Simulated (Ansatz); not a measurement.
`[OH][W]([F])([F])([F])=[S]`, charge 0, multiplicity 1.

**Question.** Give a relaxed structure at PBE0-D4/def2-TZVP (the Gaussian-basis code of Ansatz). (An estimate is asked.)

**Answer.** Ansatz gave: 
Z-matrix (Å, degrees):
```
W
F 1 1.847
F 1 1.866 2 152.6
S 1 2.101 2 104.6 3 -179.1
O 1 1.870 2 86.5 3 73.2
F 1 1.855 2 86.9 3 -71.4
H 5 0.961 1 124.7 2 -170.8
```
